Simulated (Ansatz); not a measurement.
The cluster Ge3O3 (the lowest singlet isomer of a short search), 6 atoms. Hardware: 4 threads of Arm Neoverse V1 on a shared host.

The 6-31G sets use Cartesian d functions. Correlated methods freeze 30 core orbitals; core or outer-core shells of Ge are correlated, in sets that lack core-valence functions.

(1) How many basis functions does each of these Ansatz runs have, and roughly what does it cost? r2SCAN-D4/def2-SVP, charge 0 singlet, relaxation, 3 steps; PBE0-D4/def2-TZVPD, charge -1 doublet, energy, from earlier orbitals; r2SCAN-D4/def2-TZVP, charge 0 triplet at the geometry of the charge 0 singlet, energy, from earlier orbitals; revPBE-D4/def2-TZVPD, charge 0 singlet, energy, from earlier orbitals; B2PLYP/def2-TZVP, charge 0 singlet, energy, from earlier orbitals; HF/6-31G, charge 0 singlet, energy; CCSD(T)/def2-SVP, charge 1 doublet at the geometry of the charge 0 singlet, energy, from earlier orbitals; PBE0-D4/def2-TZVPD, charge 0 singlet, energy, from earlier orbitals; PBE0-D4/def2-TZVPD, charge -1 doublet at the geometry of the charge 0 singlet, energy; revPBE-D4/def2-TZVPD, charge -1 doublet at the geometry of the charge 0 singlet, energy, from earlier orbitals; MP2/def2-TZVP, charge 0 singlet, energy, from earlier orbitals; CCSD(T)/def2-SVP, charge 0 singlet, energy, from earlier orbitals.

Answers

(1) Other jobs shared the machine, so times can vary by a factor of up to 3. A dash marks memory too small to be measured apart from the calling script's.

| run | functions | fitting or Cholesky vectors | wall time | peak host memory (GiB) |
| --- | --- | --- | --- | --- |
| HF/6-31G, charge 0 singlet, energy | 114 | 990 | 1.1 s | – |
| revPBE-D4/def2-TZVPD, charge 0 singlet, energy, from earlier orbitals | 282 | 1671 | 4.7 s | 0.58 |
| MP2/def2-TZVP, charge 0 singlet, energy, from earlier orbitals | 237 | 1581 | 6.5 s | 0.73 |
| r2SCAN-D4/def2-SVP, charge 0 singlet, relaxation, 3 steps | 138 | 1482 | 7.5 s | – |
| PBE0-D4/def2-TZVPD, charge 0 singlet, energy, from earlier orbitals | 282 | 1830 | 8.5 s | 1.4 |
| B2PLYP/def2-TZVP, charge 0 singlet, energy, from earlier orbitals | 237 | 1581 | 10 s | 0.78 |
| revPBE-D4/def2-TZVPD, charge -1 doublet at the geometry of the charge 0 singlet, energy, from earlier orbitals | 282 | 1671 | 15 s | 0.68 |
| r2SCAN-D4/def2-TZVP, charge 0 triplet at the geometry of the charge 0 singlet, energy, from earlier orbitals | 237 | 1527 | 16 s | – |
| PBE0-D4/def2-TZVPD, charge -1 doublet, energy, from earlier orbitals | 282 | 1757 | 19 s | 1.4 |
| CCSD(T)/def2-SVP, charge 0 singlet, energy, from earlier orbitals | 138 | 1326 | 28 s | 0.91 |
| PBE0-D4/def2-TZVPD, charge -1 doublet at the geometry of the charge 0 singlet, energy | 282 | 1764 | 52 s | 1.7 |
| CCSD(T)/def2-SVP, charge 1 doublet at the geometry of the charge 0 singlet, energy, from earlier orbitals | 138 | 1326 | 2.5 min | 2.4 |
